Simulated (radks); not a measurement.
The numbers below are computed, except where a source is named.
All-electron atom: the manganese ion Mn17+ in [He] 2s2 2p4 (the NIST ground configuration).

Code: a radial shooting solver on a logarithmic mesh with Libxc functionals. Model: scalar-relativistic Kohn-Sham, PBE, spin-polarised, spherical densities, finite nucleus; open shells are filled with parallel spins first; Fermi nuclear charge, rms radius 3.7057 fm.

Energy parts (hartree):
total: -967.12242
kinetic: 979.83875
electron-nucleus: -2073.84706
Hartree: 159.58494
exchange-correlation: -32.69905

Orbitals (lengths in bohr, moments of r in powers of bohr; r(max) is where P^2 peaks):
orbital  occ.  eigenvalue (hartree)   r(max)
1s up       1             -263.6499  0.03985
1s down     1             -263.3328  0.03983
2s up       1             -50.85519   0.2260
2s down     1             -50.30089   0.2266
2p up       3             -47.37475   0.1809
2p down     1             -46.71565   0.1817

The highest occupied level is 2p down at -1271.2 eV. Spin moment in Bohr magnetons: 2. For comparison, the ionisation energy in NIST's Atomic Spectra Database is 1320 eV (semi-empirical). In exact Kohn-Sham theory the highest level is minus the ionisation energy, but local and semilocal functionals leave it too shallow, through self-interaction and a potential that decays too fast; potentials with the right tail come closer. The spin density at the nucleus is -2.51 e/bohr^3 (1s -10.71, 2s 8.19). The electron density at the nucleus is 1.325e+04 e/bohr^3 (large components only). The density falls to 0.001 e/bohr^3 at r = 0.87 bohr. Summed over all electrons, <r^2> = 0.4396 bohr^2, which gives a Langevin (diamagnetic) susceptibility term of -0.348 x 10^-6 cm^3/mol.
